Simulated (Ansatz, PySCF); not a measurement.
Energy landscape of H₂B (cation, charge +1), singlet: symmetric bend, bond length relaxed. Scanned: H-B-H angle. Other coordinates (B-H bond length) were minimised at B3LYP/def2-TZVP.

- RKS-B3LYP/6-31G* = restricted B3LYP/6-31G*, spherical d in PySCF
- RKS-CAM-B3LYP/cc-pVQZ = Ansatz (an electronic-structure program) with restricted CAM-B3LYP/cc-pVQZ
- FCI/cc-pVQZ = full CI/cc-pVQZ, frozen core (Ansatz)

Energies relative to the lowest point of each profile, in eV:

```
a / °   RKS-B3LYP/6-31G*  RKS-CAM-B3LYP/cc-pVQZ
------  ----------------  ---------------------
180                0.000                  0.000
170                0.033                  0.033
159.84             0.134                  0.135
150.47             0.290                  0.292
141.56             0.495                  0.498
128.16             0.913                  0.919
119.56             1.256                  1.264
109.33             1.748                  1.758
99.71              2.303                  2.314
92.31              2.798                  2.806
78.68              3.882                  3.878
70.32              4.668                  4.649
```

**Question.** Predict the corresponding FCI/cc-pVQZ column.

**Answer.** 180: 0.000; 170: 0.033; 159.84: 0.133; 150.47: 0.288; 141.56: 0.491; 128.16: 0.908; 119.56: 1.250; 109.33: 1.740; 99.71: 2.290; 92.31: 2.778; 78.68: 3.837; 70.32: 4.589 (eV).

The scan ran from 180.0 to 60.0; beyond the range shown the relaxed coordinates jump or full CI changes its symmetry label.
